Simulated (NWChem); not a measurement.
The numbers come from NWChem runs, not from measurements. System: Se, charge 0, spin multiplicity 3. Its SCF solution wasn't tested for a lower state. Level: UHF/def2-TZVP.

Input file:

```
start mol
memory heap 200 mb stack 900 mb global 1100 mb
geometry units angstroms nocenter noautoz
  Se     0.000000     0.000000     0.000000
  symmetry group D2h
end
basis spherical
  * library def2-tzvp
end
scf
  uhf
  nopen 2
  maxiter 100
  thresh 1e-7
  semidirect memsize 60000000 filesize 0
  # guess.movecs holds the orbitals of an unrestricted PBE0 run
  vectors input guess.movecs output mol.movecs
end
task scf energy
```

NWChem printed:

```
             Northwest Computational Chemistry Package (NWChem) 7.3.0
             --------------------------------------------------------

                                NWChem Input Module
                                -------------------

 Scaling coordinates for geometry "geometry" by  1.889725989
 (inverse scale =  0.529177249)

                             Geometry "geometry" -> ""
                             -------------------------

 Output coordinates in angstroms (scale by  1.889725989 to convert to a.u.)

  No.       Tag          Charge          X              Y              Z
 ---- ---------------- ---------- -------------- -------------- --------------
    1 Se                  34.0000     0.00000000     0.00000000     0.00000000

 Effective nuclear repulsion energy (a.u.)       0.0000000000

            Nuclear Dipole moment (a.u.)
            ----------------------------
        X                 Y               Z
 ---------------- ---------------- ----------------
     0.0000000000     0.0000000000     0.0000000000

      Symmetry information
      --------------------

 Group name             D2h
 Group number             26
 Group order               8
 No. of unique centers     1

      Symmetry unique atoms

     1


 Summary of "ao basis" -> "" (spherical)
 ------------------------------------------------------------------------------
       Tag                 Description            Shells   Functions and Types
 ---------------- ------------------------------  ------  ---------------------
 *                         def2-tzvp                  on all atoms

 Summary of "ao basis" -> "ao basis" (spherical)
 ------------------------------------------------------------------------------
       Tag                 Description            Shells   Functions and Types
 ---------------- ------------------------------  ------  ---------------------
 Se                        def2-tzvp                16       48   6s5p4d1f

                                 NWChem SCF Module
                                 -----------------

  ao basis        = "ao basis"
  functions       =    48
  atoms           =     1
  alpha electrons =    18
  beta  electrons =    16
  charge          =   0.00
  wavefunction    = UHF
  use symmetry    = T
  symmetry adapt  = T

 Summary of "ao basis" -> "ao basis" (spherical)
 ------------------------------------------------------------------------------
       Tag                 Description            Shells   Functions and Types
 ---------------- ------------------------------  ------  ---------------------
 Se                        def2-tzvp                16       48   6s5p4d1f

      Symmetry analysis of basis
      --------------------------

        ag         14
        au          1
        b1g         4
        b1u         7
        b2g         4
        b2u         7
        b3g         4
        b3u         7

 Forming initial guess at       0.0s

   Symmetry analysis of molecular orbitals - initial alpha
   -------------------------------------------------------

  Numbering of irreducible representations:

     1 ag          2 au          3 b1g         4 b1u         5 b2g
     6 b2u         7 b3g         8 b3u

  Orbital symmetries:

     1 ag          2 ag          3 b3u         4 b1u         5 b2u
     6 ag          7 b3u         8 b1u         9 b2u        10 b2g
    11 ag         12 b3g        13 b1g        14 ag         15 ag
    16 b3u        17 b1u        18 b2u        19 b1u        20 b3u
    21 ag         22 b2g        23 b2u        24 b1g        25 b3g
    26 ag         27 ag         28 ag

   Symmetry analysis of molecular orbitals - initial beta
   ------------------------------------------------------

  Numbering of irreducible representations:

     1 ag          2 au          3 b1g         4 b1u         5 b2g
     6 b2u         7 b3g         8 b3u

  Orbital symmetries:

     1 ag          2 ag          3 b3u         4 b1u         5 b2u
     6 ag          7 b3u         8 b1u         9 b2u        10 b2g
    11 ag         12 b3g        13 b1g        14 ag         15 ag
    16 b2u        17 b3u        18 b1u        19 b2u        20 b1u
    21 b3u        22 b1g        23 b3g        24 ag         25 ag
    26 b2g        27 ag         28 b1g

 Starting SCF solution at       0.1s

 ----------------------------------------------
         Quadratically convergent UHF

 Convergence threshold     :          1.000E-07
 Maximum no. of iterations :          100
 Integral*density screening:          1.000E-09
 ----------------------------------------------

              iter       energy          gnorm     gmax       time
             ----- ------------------- --------- --------- --------
                 1    -2399.8197107855  5.56D-01  2.82D-01      0.7
                 2    -2399.8267033968  1.06D-01  2.57D-02      0.7
                 3    -2399.8271890985  3.13D-03  1.15D-03      0.7
                 4    -2399.8271910746  2.49D-06  8.37D-07      0.7
                 5    -2399.8271910746  3.06D-09  1.39D-09      0.7

       Final UHF  results
       ------------------

         Total SCF energy =  -2399.827191074632
      One electron energy =  -3343.408147822718
      Two electron energy =    943.580956748087
 Nuclear repulsion energy =      0.000000000000

                       Sz =      1.0000
                 Sz(Sz+1) =      2.0000
                      S^2 =      2.0102

        Time for solution =      0.7s

       Symmetry analysis of molecular orbitals - alpha
       -----------------------------------------------

  Numbering of irreducible representations:

     1 ag          2 au          3 b1g         4 b1u         5 b2g
     6 b2u         7 b3g         8 b3u

  Orbital symmetries:

     1 ag          2 ag          3 b1u         4 b3u         5 b2u
     6 ag          7 b1u         8 b3u         9 b2u        10 b2g
    11 ag         12 b3g        13 b1g        14 ag         15 ag
    16 b3u        17 b1u        18 b2u        19 b1u        20 b3u
    21 b2u        22 b2g        23 ag         24 b3g        25 b1g
    26 ag         27 ag         28 ag

       Symmetry analysis of molecular orbitals - beta
       ----------------------------------------------

  Numbering of irreducible representations:

     1 ag          2 au          3 b1g         4 b1u         5 b2g
     6 b2u         7 b3g         8 b3u

  Orbital symmetries:

     1 ag          2 ag          3 b2u         4 b3u         5 b1u
     6 ag          7 b2u         8 b3u         9 b1u        10 b2g
    11 ag         12 b1g        13 b3g        14 ag         15 ag
    16 b2u        17 b3u        18 b1u        19 b2u        20 b1u
    21 b3u        22 ag         23 b1g        24 b3g        25 ag
    26 b2g        27 ag         28 ag

          Final alpha eigenvalues
          -----------------------

              1
    1 -460.8656
    2  -60.6676
    3  -54.2715
    4  -54.2715
    5  -54.2653
    6   -8.9367
    7   -6.6757
    8   -6.6757
    9   -6.6555
   10   -2.6612
   11   -2.6612
   12   -2.6470
   13   -2.6470
   14   -2.6423
   15   -0.9350
   16   -0.4470
   17   -0.4470
   18   -0.3834
   19    0.3073
   20    0.3073
   21    0.3343
   22    0.3465
   23    0.3465
   24    0.3761
   25    0.3761
   26    0.3862
   27    0.5419
   28    1.3148

          Final beta eigenvalues
          ----------------------

              1
    1 -460.8588
    2  -60.6644
    3  -54.2635
    4  -54.2615
    5  -54.2615
    6   -8.9236
    7   -6.6528
    8   -6.6503
    9   -6.6503
   10   -2.6480
   11   -2.6480
   12   -2.6403
   13   -2.6403
   14   -2.6378
   15   -0.7412
   16   -0.3479
   17    0.0018
   18    0.0018
   19    0.3435
   20    0.3702
   21    0.3702
   22    0.4240
   23    0.4285
   24    0.4285
   25    0.4460
   26    0.4460
   27    0.5866
   28    1.3962

                    UHF Final Alpha Molecular Orbital Analysis
                    ------------------------------------------

 Vector   16  Occ=1.000000D+00  E=-4.469742D-01  Symmetry=b3u
              MO Center=  2.4D-18,  2.2D-21, -6.8D-21, r^2= 1.7D+00
   Bfn.  Coefficient  Atom+Function         Bfn.  Coefficient  Atom+Function
  ----- ------------  ---------------      ----- ------------  ---------------
    16      0.584278  1 Se px                10     -0.337306  1 Se px
    13      0.288787  1 Se px                19      0.287238  1 Se px

 Vector   17  Occ=1.000000D+00  E=-4.469742D-01  Symmetry=b1u
              MO Center=  1.4D-19, -5.3D-19, -8.6D-17, r^2= 1.7D+00
   Bfn.  Coefficient  Atom+Function         Bfn.  Coefficient  Atom+Function
  ----- ------------  ---------------      ----- ------------  ---------------
    18      0.584278  1 Se pz                12     -0.337306  1 Se pz
    15      0.288787  1 Se pz                21      0.287238  1 Se pz

 Vector   18  Occ=1.000000D+00  E=-3.833946D-01  Symmetry=b2u
              MO Center=  8.7D-20,  6.3D-17,  1.7D-19, r^2= 1.8D+00
   Bfn.  Coefficient  Atom+Function         Bfn.  Coefficient  Atom+Function
  ----- ------------  ---------------      ----- ------------  ---------------
    17      0.543426  1 Se py                20      0.336466  1 Se py
    11     -0.329361  1 Se py                14      0.287094  1 Se py

 Vector   19  Occ=0.000000D+00  E= 3.073004D-01  Symmetry=b1u
              MO Center=  8.7D-22,  9.5D-21, -7.2D-18, r^2= 5.2D+00
   Bfn.  Coefficient  Atom+Function         Bfn.  Coefficient  Atom+Function
  ----- ------------  ---------------      ----- ------------  ---------------
    21      1.502721  1 Se pz                18     -1.270060  1 Se pz
    12      0.188516  1 Se pz

 Vector   20  Occ=0.000000D+00  E= 3.073004D-01  Symmetry=b3u
              MO Center= -1.0D-16,  2.6D-16, -2.7D-16, r^2= 5.2D+00
   Bfn.  Coefficient  Atom+Function         Bfn.  Coefficient  Atom+Function
  ----- ------------  ---------------      ----- ------------  ---------------
    19      1.502721  1 Se px                16     -1.270060  1 Se px
    10      0.188516  1 Se px

 Vector   21  Occ=0.000000D+00  E= 3.342785D-01  Symmetry=b2u
              MO Center= -4.9D-20, -2.5D-19, -5.3D-20, r^2= 5.1D+00
   Bfn.  Coefficient  Atom+Function         Bfn.  Coefficient  Atom+Function
  ----- ------------  ---------------      ----- ------------  ---------------
    20      1.498215  1 Se py                17     -1.304937  1 Se py
    11      0.194441  1 Se py

                     UHF Final Beta Molecular Orbital Analysis
                     -----------------------------------------

 Vector   14  Occ=1.000000D+00  E=-2.637817D+00  Symmetry=ag
              MO Center=  5.9D-17, -4.4D-18,  1.6D-15, r^2= 1.3D-01
   Bfn.  Coefficient  Atom+Function         Bfn.  Coefficient  Atom+Function
  ----- ------------  ---------------      ----- ------------  ---------------
    26      0.788784  1 Se d  2              24      0.455405  1 Se d  0
    31      0.157897  1 Se d  2

 Vector   15  Occ=1.000000D+00  E=-7.411736D-01  Symmetry=ag
              MO Center= -3.3D-16, -3.9D-17, -7.2D-15, r^2= 1.1D+00
   Bfn.  Coefficient  Atom+Function         Bfn.  Coefficient  Atom+Function
  ----- ------------  ---------------      ----- ------------  ---------------
     5      0.664032  1 Se s                  6      0.567663  1 Se s
     4     -0.393160  1 Se s                  3     -0.270312  1 Se s

 Vector   16  Occ=1.000000D+00  E=-3.479335D-01  Symmetry=b2u
              MO Center=  1.1D-18,  4.3D-17, -1.9D-18, r^2= 1.8D+00
   Bfn.  Coefficient  Atom+Function         Bfn.  Coefficient  Atom+Function
  ----- ------------  ---------------      ----- ------------  ---------------
    17      0.514671  1 Se py                20      0.370284  1 Se py
    11     -0.323906  1 Se py                14      0.286418  1 Se py

 Vector   17  Occ=0.000000D+00  E= 1.776515D-03  Symmetry=b3u
              MO Center=  3.2D-17,  2.9D-19, -6.2D-19, r^2= 2.5D+00
   Bfn.  Coefficient  Atom+Function         Bfn.  Coefficient  Atom+Function
  ----- ------------  ---------------      ----- ------------  ---------------
    19      0.626763  1 Se px                16      0.302179  1 Se px
    10     -0.269082  1 Se px                13      0.242045  1 Se px

 Vector   18  Occ=0.000000D+00  E= 1.776515D-03  Symmetry=b1u
              MO Center= -3.9D-17,  1.8D-15,  8.6D-15, r^2= 2.5D+00
   Bfn.  Coefficient  Atom+Function         Bfn.  Coefficient  Atom+Function
  ----- ------------  ---------------      ----- ------------  ---------------
    21      0.626763  1 Se pz                18      0.302179  1 Se pz
    12     -0.269082  1 Se pz                15      0.242045  1 Se pz

 Vector   19  Occ=0.000000D+00  E= 3.435096D-01  Symmetry=b2u
              MO Center=  2.9D-18, -6.7D-19,  3.4D-18, r^2= 5.1D+00
   Bfn.  Coefficient  Atom+Function         Bfn.  Coefficient  Atom+Function
  ----- ------------  ---------------      ----- ------------  ---------------
    20      1.493496  1 Se py                17     -1.326444  1 Se py
    11      0.199002  1 Se py

 center of mass
 --------------
 x =   0.00000000 y =   0.00000000 z =   0.00000000

 moments of inertia (a.u.)
 ------------------
           0.000000000000           0.000000000000           0.000000000000
           0.000000000000           0.000000000000           0.000000000000
           0.000000000000           0.000000000000           0.000000000000

  Mulliken analysis of the total density
  --------------------------------------

    Atom       Charge   Shell Charges
 -----------   ------   -------------------------------------------------------
    1 Se  34    34.00   2.00  2.00  1.17  0.78  1.03  1.02  6.00  5.93  0.90  2.12  1.05  8.97  1.03 -0.01  0.01  0.00

  Mulliken analysis of the alpha density
  --------------------------------------

    Atom       Charge   Shell Charges
 -----------   ------   -------------------------------------------------------
    1 Se  34    18.00   1.00  1.00  0.58  0.39  0.52  0.51  3.00  2.97  0.65  1.63  0.74  4.47  0.52 -0.00  0.01  0.00

   Mulliken analysis of the beta density
   -------------------------------------

    Atom       Charge   Shell Charges
 -----------   ------   -------------------------------------------------------
    1 Se  34    16.00   1.00  1.00  0.58  0.39  0.51  0.51  3.00  2.96  0.25  0.48  0.31  4.49  0.51 -0.01  0.01  0.00

   Mulliken analysis of the spin density
   -------------------------------------

    Atom       Charge   Shell Charges
 -----------   ------   -------------------------------------------------------
    1 Se  34     2.00  -0.00  0.00  0.00 -0.00  0.01 -0.00  0.00  0.01  0.41  1.15  0.43 -0.02  0.01  0.01 -0.00  0.00

       Multipole analysis of the density wrt the origin
       ------------------------------------------------

     L   x y z        total         alpha         beta         nuclear
     -   - - -        -----         -----         ----         -------
     0   0 0 0     -0.000000    -18.000000    -16.000000     34.000000

     1   1 0 0      0.000000      0.000000      0.000000      0.000000
     1   0 1 0     -0.000000     -0.000000      0.000000      0.000000
     1   0 0 1      0.000000      0.000000      0.000000      0.000000

     2   2 0 0    -12.790065     -8.846624     -3.943441      0.000000
     2   1 1 0      0.000000     -0.000000      0.000000      0.000000
     2   1 0 1      0.000000      0.000000     -0.000000      0.000000
     2   0 2 0    -15.461749     -8.645274     -6.816475      0.000000
     2   0 1 1      0.000000     -0.000000      0.000000      0.000000
     2   0 0 2    -12.790065     -8.846624     -3.943441      0.000000

 Task  times  cpu:        0.7s     wall:        0.7s

 Total times  cpu:        0.8s     wall:        0.8s
```
